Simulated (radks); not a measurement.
The mean radii <r> (bohr) of the occupied orbitals of an atom or ion are listed with their occupations. Calculated with a radial shooting solver on a logarithmic mesh with Libxc functionals: scalar-relativistic Kohn-Sham, exchange-only r2SCAN, spin-polarised, spherical densities, finite nucleus; meta-GGA in the generalised Kohn-Sham scheme; Fermi nuclear charge, rms radius of each element as measured or else 0.836 A^(1/3) + 0.57 fm.

| orbital | occ. | <r> |
|---|---|---|
| 1s up | 1 | 0.1765 |
| 1s down | 1 | 0.1752 |
| 2s up | 1 | 0.9042 |
| 2s down | 1 | 0.9475 |
| 2p up | 3 | 0.8773 |

Name the element and its charge. Open shells, if any, are filled with parallel spins first.

Answer. Z = 9, fluorine, charge +2: F2+ in [He] 2s2 2p3. The 1s radius gives Z: for a bare nucleus <r> = (2 gamma + 1)/(2Z) with gamma = sqrt(1 - (Z/c)^2), 0.1664 bohr for Z = 9, and screening makes it slightly larger (0.1765 here). The occupations add up to 7, and the charge is Z minus that.
